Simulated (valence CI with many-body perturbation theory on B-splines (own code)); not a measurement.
Energy levels of Pm12+

Calculated by configuration interaction combined with many-body perturbation theory (CI+MBPT): three valence electrons over a frozen Dirac-Fock core [Kr] 4d10, a basis of 8 s, 8 p, 9 d, 9 f, 6 g, 3 h, 2 i functions for each j, with the one-electron correlation potential Σ1 (screened to all orders), the two-electron term Σ2, the three-electron term Σ3, Breit, model QED; selected single and double excitations, second order for the rest (own B-spline code, finite nucleus).

No measured levels were compared; by estimate terms of the open shell hold to a few per cent of their energy, and close levels can change places; configurations with another count of f electrons can be misplaced by thousands of cm⁻¹. Core correlation moves these levels by up to 52000 cm⁻¹, and in measured spectra 5 to 20 % of such shifts remained as error; rates that hang on mixing are uncertain with them.

Levels 1 to 45 of 67, with energies above the lowest level, 4f.5s2 2F°_5/2. "Leading %" is the weight of the configuration and term that name the level; weights of strongly mixed levels are sums over their largest components and can fall short. In the jj column 3d3/2^4 stands for four electrons in 3d with j = 3/2. Lifetimes count E1, E2, E3, M1 and M2 decay at the calculated energies, and are blank where another channel may lead or the interval is too uncertain; long ones can be off by a factor of two.

| No. | Configuration | Term | J | E (cm⁻¹) | Leading % | Lifetime | Leading jj |
| --- | --- | --- | --- | --- | --- | --- | --- |
| 1 | 4f.5s2 | 2F° | 5/2 | 0.0 | 98 |  | 4f5/2 5s^2 (98 %) |
| 2 | 4f.5s2 | 2F° | 7/2 | 5148 | 98 | 632 ms | 4f7/2 5s^2 (98 %) |
| 3 | 4f2.5s | 4H | 7/2 | 74811 | 98 | 1.10 ms | 4f5/2^2 5s (86 %) |
| 4 | 4f2.5s | 4H | 9/2 | 76740 | 95 | 745 μs | 4f5/2^2 5s (51 %) |
| 5 | 4f2.5s | 4H | 11/2 | 79495 | 98 | 1.04 s | 4f5/2 4f7/2 5s (86 %) |
| 6 | 4f2.5s | 4H | 13/2 | 82633 | 99 | 1.06 s | 4f7/2^2 5s (81 %) |
| 7 | 4f2.5s | 4F | 3/2 | 83006 | 98 | 75.8 μs | 4f5/2^2 5s (68 %) |
| 8 | 4f2.5s | 4F | 5/2 | 84252 | 97 | 132 μs | 4f5/2 4f7/2 5s (57 %) |
| 9 | 4f2.5s | 4F | 7/2 | 85909 | 96 | 167 μs | 4f5/2 4f7/2 5s (93 %) |
| 10 | 4f2.5s | 4F | 9/2 | 86551 | 55 | 24.2 μs | 4f5/2 4f7/2 5s (57 %) |
| 11 | 4f2.5s | 2H | 9/2 | 88216 | 69 | 828 μs | 4f5/2 4f7/2 5s (74 %) |
| 12 | 4f2.5s | 2G | 7/2 | 91995 | 84 | 12.2 μs | 4f5/2 4f7/2 5s (70 %) |
| 13 | 4f2.5s | 2H | 11/2 | 93127 | 97 | 318 ms | 4f7/2^2 5s (66 %) |
| 14 | 4f2.5s | 2G | 9/2 | 94158 | 76 | 9.24 μs | 4f7/2^2 5s (78 %) |
| 15 | 4f2.5s | 2F | 5/2 | 95337 | 94 | 8.61 μs | 4f5/2 4f7/2 5s (63 %) |
| 16 | 4f2.5s | 2F | 7/2 | 99806 | 88 | 11.3 μs | 4f7/2^2 5s (76 %) |
| 17 | 4f2.5s | 2D | 5/2 | 106300 | 76 | 13.9 μs | 4f5/2 4f7/2 5s (56 %) |
| 18 | 4f2.5s | 2D | 3/2 | 106750 | 89 | 6.05 μs | 4f5/2 4f7/2 5s (37 %) |
| 19 | 4f2.5s | 4P | 1/2 | 110110 | 99 | 2.74 s | 4f5/2^2 5s (48 %) |
| 20 | 4f2.5s | 4P | 3/2 | 111400 | 93 | 81.0 μs | 4f5/2 4f7/2 5s (86 %) |
| 21 | 4f2.5s | 2I | 13/2 | 113480 | 99 | 180 ms | 4f5/2 4f7/2 5s (81 %) |
| 22 | 4f2.5s | 2I | 11/2 | 113550 | 99 | 197 ms | 4f5/2 4f7/2 5s (79 %) |
| 23 | 4f2.5s | 4P | 5/2 | 113620 | 80 | 37.5 μs | 4f7/2^2 5s (77 %) |
| 24 | 5s2.5p | 2P° | 1/2 | 115630 | 98 | 280 μs | 5s^2 5p1/2 (98 %) |
| 25 | 4f2.5s | 2P | 1/2 | 121450 | 99 | 10.5 ms | 4f5/2 4f7/2 5s (71 %) |
| 26 | 4f2.5s | 2P | 3/2 | 123400 | 96 | 69.5 μs | 4f5/2 4f7/2 5s (50 %) |
| 27 | 4f2.5s | 2S | 1/2 | 157220 | 98 | 108 μs | 4f7/2^2 5s (67 %) |
| 28 | 4f.5s.5p | 4G | 5/2 | 160120 | 57 | 21.6 ns | 4f5/2 5s 5p1/2 (97 %) |
| 29 | 4f.5s.5p | 4F | 7/2 | 165630 | 44 | 8.89 ns | 4f7/2 5s 5p1/2 (70 %) |
| 30 | 5s2.5p | 2P° | 3/2 | 167850 | 98 | 1.90 μs | 5s^2 5p3/2 (98 %) |
| 31 | 4f.5s.5p | 4F | 3/2 | 168370 | 77 | 2.66 ns | 4f5/2 5s 5p1/2 (84 %) |
| 32 | 4f.5s.5p | 2F | 7/2 | 170350 | 46 | 1.87 ns | 4f5/2 5s 5p1/2 (60 %) |
| 33 | 4f.5s.5p | 4F | 5/2 | 171330 | 40 | 1.76 ns | 4f5/2 5s 5p1/2 (49 %) |
| 34 | 4f.5s.5p | 4F | 9/2 | 174560 | 47 | 2.25 ns | 4f7/2 5s 5p1/2 (86 %) |
| 35 | 4f.5s.5p | 2F | 5/2 | 179700 | 48 | 1.65 ns | 4f7/2 5s 5p1/2 (46 %) |
| 36 | 4f.5s.5p | 2G | 7/2 | 183350 | 49 | 1.17 ns | 4f7/2 5s 5p1/2 (87 %) |
| 37 | 4f3 | 4I° | 9/2 | 183460 | 97 | 5.87 μs | 4f5/2^3 (62 %) |
| 38 | 4f3 | 4I° | 11/2 | 186210 | 99 | 8.96 μs | 4f5/2^2 4f7/2 (87 %) |
| 39 | 4f3 | 4I° | 13/2 | 189100 | 99 | 14.2 μs | 4f5/2 4f7/2^2 (81 %) |
| 40 | 4f3 | 4I° | 15/2 | 192080 | 99 | 21.3 μs | 4f7/2^3 (50 %) |
| 41 | 4f3 | 4F° | 3/2 | 201000 | 94 | 913 ns | 4f5/2^3 (43 %) |
| 42 | 4f3 | 2H° | 9/2 | 201600 | 70 | 865 ns | 4f5/2^2 4f7/2 (47 %) |
| 43 | 4f3 | 4F° | 5/2 | 202540 | 97 | 1.20 μs | 4f5/2^2 4f7/2 (72 %) |
| 44 | 4f3 | 4F° | 7/2 | 203870 | 90 | 1.18 μs | 4f5/2^2 4f7/2 (58 %) |
| 45 | 4f3 | 4S° | 3/2 | 203880 | 94 | 447 ns | 4f5/2^2 4f7/2 (55 %) |

Names give the largest LS component (configuration and term), which can be under half, so a name can repeat, a term be missing and a line seem to break the LS rules; names also repeat where a configuration has a term twice.

Where two levels of one J and parity lie close, their mixing, g and order are uncertain.

The ionisation energy to 5s2 1S_0 of the next ion comes out as 224.96 eV (NIST: 229 ± 11 eV (theoretical)). All 67 levels together are meant to be complete up to 226300 cm⁻¹.
